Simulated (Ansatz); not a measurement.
Mulliken charges of `P[O][SbH2]` from ωB97M-V/def2-TZVPP in Ansatz (PBE0-D4/def2-TZVP geometry).

| atom | x (Å) | y (Å) | z (Å) | charge (e) |
| --- | --- | --- | --- | --- |
| P1 | -0.807 | 0.289 | -1.361 | 0.083 |
| O2 | -0.314 | 0.133 | 0.196 | -0.556 |
| Sb3 | 1.618 | 0.273 | 0.629 | 0.537 |
| H4 | -1.611 | -0.885 | -1.473 | 0.038 |
| H5 | -1.952 | 1.114 | -1.156 | 0.039 |
| H6 | 1.281 | 0.428 | 2.300 | -0.065 |
| H7 | 1.846 | -1.419 | 0.820 | -0.075 |

Question: By hand: the dipole of these point charges (1 e Å = 4.8032 D).

Answer: Σ q r = (0.617, 0.185, -0.196) e Å, of length 0.673 e Å = 3.23 D.

Question: How does the dipole of the full density compare? (Best estimate.)

Answer: Ansatz gave: (0.296, 0.051, 0.061) e Å, 1.47 D; the point charges give 2.20 times that, at 29° from its direction.

Point charges leave out the atoms' own dipoles, such as those of lone pairs, and Mulliken's split depends on the basis, so the two needn't agree.
